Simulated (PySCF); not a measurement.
C10H7N3, SMILES C12C=CN=C3N1C(C=CN=2)=CC=C3. Atoms are numbered in the order given.

```xyz
20

C     -0.4976    -2.7401     0.0000
C      0.8014    -2.2822     0.0000
C      1.0895    -0.8915     0.0000
N      2.3510    -0.4706     0.0000
C      2.5859     0.8483     0.0000
C      1.5958     1.8039     0.0000
C      0.2330     1.4041     0.0000
N     -0.7455     2.2937     0.0000
C     -2.0186     1.8503     0.0000
C     -2.3602     0.5239     0.0000
C     -1.3289    -0.4640     0.0000
C     -1.5684    -1.8369     0.0000
N     -0.0058     0.0058     0.0000
H     -0.6958    -3.8146     0.0000
H      1.6658    -2.9438     0.0000
H      3.6397     1.1498     0.0000
H      1.7972     2.8733     0.0000
H     -2.7961     2.6223     0.0000
H     -3.3976     0.1913     0.0000
H     -2.6038    -2.1755     0.0000
```

The structure is a stationary point at B3LYP-D3(BJ)/def2-SVP.

Computed with TDA-PBE/def2-SVP (PySCF).

Vertical excitations. Gas-phase values at a fixed geometry. State labels are in the subgroup Cs.

```csv
state,symmetry,energy (eV),λ (nm),f,main pairs
S1,A',1.77,701,0.001,HOMO→LUMO 99 %
S2,A",3.30,375,0.000,HOMO−1→LUMO 95 %
S3,A",3.32,373,0.000,HOMO−2→LUMO 95 %
S4,A',3.58,346,0.094,"HOMO→LUMO+1 74 %, HOMO−3→LUMO 20 %"
S5,A',3.72,333,0.131,"HOMO→LUMO+2 76 %, HOMO−4→LUMO 15 %"
S6,A",4.44,279,0.000,"HOMO−1→LUMO+1 57 %, HOMO−1→LUMO+2 38 %"
T1,A',1.52,814,0,HOMO→LUMO 100 %
T2,A',2.44,509,0,HOMO→LUMO+1 99 %
```
Triplets are in the Tamm–Dancoff approximation.
